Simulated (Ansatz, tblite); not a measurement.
Cost and result up the ladder for the cluster Ru₂Br₆ (8 atoms). Charge 0, multiplicity 1. Geometry: PBE-D4/def2-SVP.

```xyz
8

Ru    0.411   -0.169    0.985
Ru   -0.423    0.159   -0.981
Br   -1.743   -1.688   -1.650
Br    1.793   -2.089    0.987
Br    1.734    1.685    1.620
Br   -1.309   -0.466    2.583
Br   -1.777    2.099   -0.990
Br    1.314    0.470   -2.555
```

Ansatz on 4 threads of Arm Neoverse V2 on a shared host; xTB runs through tblite on one thread. Times are rough, summed over both states, and most runs start from the orbitals of an earlier one. No level here is sound enough to serve as a yardstick. The other state is a quintet at its own geometry.

In the def2 sets Ru takes a core potential; there is no spin–orbit coupling. The xTB rows come from tblite. The structure comes from a short search, and lower isomers may exist.

Run but left out: HF/STO-3G (singlet: restricted singlet, unstable in another Hartree–Fock run and untested here).

xTB has no spin-polarisation term.

| level | functions | wall time |
| --- | --- | --- |
| GFN1-xTB | 72 | 0.029 s |
| GFN2-xTB | 72 | 0.042 s |
| PBE-D4/def2-SVP | 254 | 28 s |
| PBE0-D4/def2-SVP | 254 | 97 s |

(1) Estimate what each level gives for the quintet − singlet (eV).

## Answers

(1) 
| level | quintet − singlet (eV) | remarks |
| --- | --- | --- |
| GFN1-xTB | 0.61 | – |
| GFN2-xTB | 0.64 | – |
| PBE-D4/def2-SVP | 0.00 | restricted SCF unstable in HF (singlet) |
| PBE0-D4/def2-SVP | -0.26 | restricted SCF unstable in HF (singlet) |
